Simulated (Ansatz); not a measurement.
`C[P+](C)(C)[AlH3-]` → Al• + 3 C• + 12 H• + P•  (atomization)

Gas-phase electronic energies from Ansatz, PBE0-D4/def2-TZVP geometries. CBS: MP2 limit from def2 TZ/QZ plus the TZ coupled-cluster correction, frozen cores. This one scheme is used for every species, atoms too. For atomizations the MP2-based limit and the directly extrapolated one differ by several kJ/mol either way, and by 10 to 25 for some Ge, Se and Sn compounds, so smaller differences from it don't rank the levels. Functionals use def2-TZVPP. No spin–orbit coupling; open shells (•) take unrestricted orbitals. Spin–orbit coupling would lower the free atoms: a little for Al, C.

`C[P+](C)(C)[AlH3-]`:

```xyz
17

C     1.492    1.045    0.125
P     0.020   -0.011    0.003
C     0.065   -1.024    1.510
C     0.411   -1.176   -1.335
Al   -2.072    1.215   -0.316
H     1.369    1.731    0.965
H     2.401    0.456    0.267
H     1.582    1.638   -0.786
H    -0.751   -1.747    1.478
H    -0.086   -0.379    2.377
H     1.016   -1.553    1.611
H     0.481   -0.627   -2.276
H     1.351   -1.701   -1.150
H    -0.399   -1.901   -1.424
H    -2.057    2.103    1.022
H    -1.731    1.954   -1.701
H    -3.091   -0.026   -0.370
```

| level | ΔE (kcal/mol) |
| --- | --- |
| B97M-V | 1394.6 |
| CCSD/def2-TZVPP | 1334.8 |
| CCSD(T)/def2-TZVPP | 1348.5 |
| MP2/CBS(def2) | 1377.7 |

(1) What does CCSD(T)/CBS give? (Best estimate.)

Largest T1 diagnostic among the species: 0.018.

Results:

(1) Computed: +1380.1 kcal/mol. The listed levels differ from it by 14.5, -45.3, -31.6, -2.4 kcal/mol.

The D4 term adds +15.2 kcal/mol with B3LYP and +8.1 kcal/mol with PBE0; it sums over pairs of atoms, weighted by their polarisabilities, and B3LYP, whose exchange is more repulsive, gets the larger term. At CCSD(T), def2-SVP lies −72.2 kcal/mol from the extrapolated value and def2-TZVPP −31.6 kcal/mol: correlation converges slowly with the basis, and small sets miss more of it in the bonded molecule than in its fragments.

B3LYP here is the variant with VWN-RPA as its local correlation; programs differ in this.
